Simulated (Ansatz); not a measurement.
Molecule: ScCl$_{2}$, charge 1, multiplicity 1. The spin state was set by rule; other spins were not relaxed. 
Structure (B3LYP-D3(BJ)/def2-TZVP (Ansatz, an electronic-structure program) minimum search):
```xyz
3

Sc    -0.7065     0.0964     0.1697
Cl     0.3167     1.2855    -1.3668
Cl     0.5560    -1.4045     1.1572
```
Charge +1, spin multiplicity 1.

Basis-set convergence of Hartree-Fock and CCSD correlation energies (hartree) with Ansatz. Cores are frozen in the correlated levels unless marked. No spin-orbit coupling. Frozen are the shells of the preceding noble gas and the d and f shells that filled before the atom's block. Non-relativistic.

```csv
basis,functions,E(HF),"E(corr, CCSD)"
def2-SVP,67,-1678.27472,-0.33916
def2-TZVPP,148,-1678.69416,-0.46071
def2-QZVPP,233,-1678.73425,-0.49790
```

Extrapolating the two largest sets (X = 3 and 4) as X^-3: E(corr) = (64·(-0.49790) - 27·(-0.46071))/37 = -0.5250 Eh, an estimate of the basis-set limit. The largest set recovers 94.8 % of it, the smallest 64.6 %.
